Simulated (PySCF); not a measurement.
A geometry optimisation, step by step.

Species: C4H4BFS.
SMILES with atom numbers: `[F:1][BH:2][c:3]1[cH:4][cH:5][cH:6][s:7]1` (hydrogens: H8 on B2; H9 on C4; H10 on C5; H11 on C6)

Computed by this run: PBE0-D3(BJ)/def2-SVP geometry optimisation, gas phase (PySCF); density fitting, grid level 1; the optimiser is geomeTRIC in internal coordinates, started from a GFN2-xTB structure with every atom displaced at random (about 0.01 Å). The frame can shift and turn from step to step; on so coarse a grid that alone can change the energy by a few meV, and forces under 0.02 eV/Å are noise.

Step 0: E = -18421.8541 eV, largest atomic force 2.242 eV/Å
```
atom  x, y, z in Å  |  force x, y, z in eV/Å
F1      2.853    0.736    0.578   -0.101   0.246   0.195
B2      2.194   -0.158   -0.142   -0.327   0.274   0.227
C3      0.650   -0.160   -0.142    1.779  -0.655  -0.492
C4     -0.156    0.688    0.534   -2.195   0.336   0.312
C5     -1.550    0.398    0.317    0.857   0.990   0.806
C6     -1.735   -0.653   -0.509    0.427  -0.855  -0.611
S7     -0.241   -1.327   -1.043   -0.401   0.114   0.020
H8      2.877   -0.909   -0.746    0.258  -0.599  -0.481
H9      0.167    1.491    1.181    0.334   0.255   0.158
H10    -2.356    0.958    0.782   -0.181   0.082   0.031
H11    -2.666   -1.090   -0.827   -0.451  -0.188  -0.164
```

Step 1: E = -18421.9509 eV, largest atomic force 0.328 eV/Å
```
atom  x, y, z in Å  |  force x, y, z in eV/Å
F1      2.929    0.654    0.801    0.019  -0.027  -0.026
B2      2.287   -0.247    0.064    0.101  -0.003  -0.005
C3      0.757   -0.244    0.070   -0.276   0.145   0.103
C4     -0.099    0.611    0.760    0.192  -0.118  -0.076
C5     -1.465    0.330    0.553   -0.071  -0.139  -0.093
C6     -1.649   -0.744   -0.297   -0.005   0.114   0.076
S7     -0.168   -1.389   -0.836    0.020  -0.036  -0.007
H8      2.951   -1.032   -0.579   -0.011   0.024   0.021
H9      0.281    1.411    1.397   -0.024   0.021   0.011
H10    -2.292    0.879    1.004    0.013   0.021   0.012
H11    -2.598   -1.174   -0.620    0.042  -0.002  -0.016
```

Step 2: E = -18421.9522 eV, largest atomic force 0.148 eV/Å
```
atom  x, y, z in Å  |  force x, y, z in eV/Å
F1      2.957    0.652    0.790   -0.085  -0.006  -0.002
B2      2.288   -0.242    0.068    0.071  -0.044  -0.038
C3      0.755   -0.237    0.081   -0.038   0.093   0.108
C4     -0.105    0.611    0.766    0.082  -0.029  -0.032
C5     -1.470    0.325    0.551   -0.058  -0.021  -0.029
C6     -1.646   -0.745   -0.301   -0.003   0.035   0.052
S7     -0.161   -1.391   -0.826    0.044  -0.020  -0.053
H8      2.939   -1.032   -0.578   -0.008  -0.014  -0.008
H9      0.265    1.415    1.404   -0.018   0.007   0.003
H10    -2.299    0.876    0.997    0.006   0.010   0.004
H11    -2.590   -1.176   -0.637    0.006  -0.010  -0.006
```

Step 3: E = -18421.9529 eV, largest atomic force 0.103 eV/Å
```
atom  x, y, z in Å  |  force x, y, z in eV/Å
F1      2.948    0.653    0.792    0.027  -0.005  -0.002
B2      2.291   -0.246    0.067   -0.071   0.056   0.042
C3      0.755   -0.233    0.088    0.080  -0.060  -0.027
C4     -0.108    0.612    0.769    0.004   0.065   0.037
C5     -1.473    0.324    0.549    0.018   0.030   0.012
C6     -1.641   -0.745   -0.303   -0.041  -0.038  -0.022
S7     -0.153   -1.387   -0.825    0.008  -0.016  -0.031
H8      2.941   -1.036   -0.578   -0.003  -0.009  -0.004
H9      0.255    1.419    1.408   -0.003  -0.008  -0.001
H10    -2.303    0.875    0.993    0.004  -0.006  -0.003
H11    -2.580   -1.180   -0.645   -0.023  -0.009  -0.002
```

Step 4: E = -18421.9531 eV, largest atomic force 0.054 eV/Å
```
atom  x, y, z in Å  |  force x, y, z in eV/Å
F1      2.949    0.653    0.797    0.004  -0.001   0.002
B2      2.289   -0.243    0.071   -0.005   0.008   0.003
C3      0.755   -0.232    0.086    0.030  -0.003  -0.018
C4     -0.106    0.614    0.768   -0.025  -0.028  -0.019
C5     -1.471    0.323    0.546   -0.034   0.028   0.030
C6     -1.643   -0.748   -0.304    0.025   0.020  -0.005
S7     -0.152   -1.385   -0.831    0.016  -0.020   0.008
H8      2.939   -1.034   -0.574    0.001  -0.002  -0.001
H9      0.255    1.421    1.408   -0.005  -0.006  -0.001
H10    -2.301    0.873    0.991   -0.005  -0.001   0.002
H11    -2.582   -1.184   -0.643   -0.001   0.004  -0.001
```

Step 5: E = -18421.9531 eV, largest atomic force 0.069 eV/Å
```
atom  x, y, z in Å  |  force x, y, z in eV/Å
F1      2.951    0.654    0.800   -0.020   0.003   0.003
B2      2.290   -0.240    0.074    0.038  -0.021  -0.012
C3      0.757   -0.233    0.086   -0.043   0.037   0.021
C4     -0.109    0.612    0.766    0.013   0.004   0.009
C5     -1.474    0.324    0.546    0.040  -0.046  -0.033
C6     -1.640   -0.747   -0.307   -0.023   0.002  -0.004
S7     -0.150   -1.387   -0.831   -0.019   0.013   0.018
H8      2.940   -1.033   -0.570    0.000   0.001   0.000
H9      0.253    1.418    1.407    0.002   0.006   0.004
H10    -2.305    0.873    0.991    0.003  -0.001  -0.003
H11    -2.580   -1.184   -0.646    0.009   0.001  -0.004
```

Step 6: E = -18421.9532 eV, largest atomic force under 0.02 eV/Å
```
atom  x, y, z in Å  |  force x, y, z in eV/Å
F1      2.949    0.655    0.801   -0.003   0.001   0.001
B2      2.290   -0.241    0.074    0.009  -0.004   0.001
C3      0.757   -0.232    0.087   -0.015   0.006   0.001
C4     -0.108    0.613    0.767    0.002   0.000   0.004
C5     -1.473    0.323    0.545    0.005  -0.007  -0.005
C6     -1.641   -0.748   -0.308    0.002   0.000  -0.001
S7     -0.149   -1.386   -0.830   -0.003  -0.001   0.001
H8      2.941   -1.033   -0.570    0.000   0.002   0.001
H9      0.252    1.419    1.408   -0.001   0.002   0.001
H10    -2.304    0.872    0.989    0.000   0.001  -0.002
H11    -2.580   -1.184   -0.648    0.003   0.001  -0.003
```

Task: Summarise the path.

Result: The energy falls by 9.57 kJ/mol from step 0 to step 6; nine tenths of that is first reached at step 1. It never rises by more than 0.2 meV. The largest force goes from 2.242 to under 0.02 eV/Å. Among the bonds C3–C4 changes most, from 1.351 to 1.387 Å; the atoms move by 0.030 Å rms after alignment.

The cost below is that of the whole optimisation. The run took 26 s of wall time on an Intel Xeon 6975P-C with one thread, on a shared host, and the process peaked at 0.52 GiB of memory.
